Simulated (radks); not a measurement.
Species: Sn2+. Configuration: [Kr] 4d10 5s2. All-electron calculation, Dirac Kohn-Sham, PBE, spin-unpolarised, spherical densities, point nucleus. Program: a radial shooting solver on a logarithmic mesh with Libxc functionals. Some entries of the table are withheld. Estimate them.

orbital,occ.,eigenvalue (eV),r(max) (bohr)
1s1/2,2,(1),0.01877
2s1/2,2,-4393.456,0.1062
2p1/2,2,-4104.889,(2)
2p3/2,4,-3874.246,(3)
3s1/2,2,-861.9950,0.3077
3p1/2,2,(4),0.2941
3p3/2,4,(5),0.3044
3d3/2,4,-495.6386,(6)
3d5/2,6,-486.9454,(7)
4s1/2,2,-151.2876,(8)
4p1/2,2,-112.3356,0.7720
4p3/2,4,-104.7660,0.7966
4d3/2,4,-43.8251,0.8812
4d5/2,6,-42.7761,0.8907
5s1/2,2,-26.0859,1.944
5p1/2,0,(9),2.257
5p3/2,0,(10),2.335

Answer. 
(1) 1s1/2 eigenvalue (eV): -29012.83
(2) 2p1/2 r(max) (bohr): 0.08180
(3) 2p3/2 r(max) (bohr): 0.08632
(4) 3p1/2 eigenvalue (eV): -744.8026
(5) 3p3/2 eigenvalue (eV): -702.6854
(6) 3d3/2 r(max) (bohr): 0.2494
(7) 3d5/2 r(max) (bohr): 0.2523
(8) 4s1/2 r(max) (bohr): 0.7459
(9) 5p1/2 eigenvalue (eV): -18.2777
(10) 5p3/2 eigenvalue (eV): -17.5734
